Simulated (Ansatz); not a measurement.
`C[O][GaH][SeH]`, 9 atoms. Total charge 0; spin multiplicity 1. Correlated methods include outer-core shells of Ga, Se, which these sets cover unevenly. Scalar relativity is left out up to krypton. All runs use 4 threads of a server CPU on a shared host. Correlated methods freeze the cores.

**Question.** How many basis functions does each run have, and how long does it take in Ansatz? RKS ωB97M-V/def2-SVP energy; RHF-MP2/def2-QZVPP energy; direct RPA on PBE orbitals/def2-TZVPP energy; RKS r2SCAN-D4/def2-TZVPP energy and forces; RKS PBE0-D4/def2-TZVP relaxation (14 steps); RKS PBE-D4/def2-TZVPP energy and forces; RKS HSE06 (plane-wave form)-D4/def2-TZVPP energy; RKS B2PLYP (frozen core)/def2-TZVPP energy; RHF-CCSD(T)/def2-TZVPP energy; RKS PBE0-D4/def2-QZVPP energy; RHF-CCSD(T)/def2-SVP energy; RKS ωB97M-V/def2-QZVPP energy. (Best estimate.)

**Answer.** Computed: Other jobs shared the machine, so times are rough.

| level | job | functions | wall time | peak host memory (GiB) |
| --- | --- | --- | --- | --- |
| RKS PBE-D4/def2-TZVPP | energy and forces | 228 | 6.5 s | 0.31 |
| RKS HSE06 (plane-wave form)-D4/def2-TZVPP | energy | 228 | 9 s | 0.78 |
| direct RPA on PBE orbitals/def2-TZVPP | energy | 228 | 11 s | 0.57 |
| RKS ωB97M-V/def2-SVP | energy | 117 | 11 s | 0.41 |
| RKS r2SCAN-D4/def2-TZVPP | energy and forces | 228 | 12 s | 0.33 |
| RKS B2PLYP (frozen core)/def2-TZVPP | energy | 228 | 13 s | 0.63 |
| RKS PBE0-D4/def2-QZVPP | energy | 442 | 22 s | 1.9 |
| RHF-CCSD(T)/def2-SVP | energy | 117 | 26 s | 0.62 |
| RKS ωB97M-V/def2-QZVPP | energy | 442 | 39 s | 2.2 |
| RHF-MP2/def2-QZVPP | energy | 442 | 55 s | 2.5 |
| RKS PBE0-D4/def2-TZVP | relaxation (14 steps) | 188 | 2.3 min | 0.59 |
| RHF-CCSD(T)/def2-TZVPP | energy | 228 | 4.7 min | 4 |
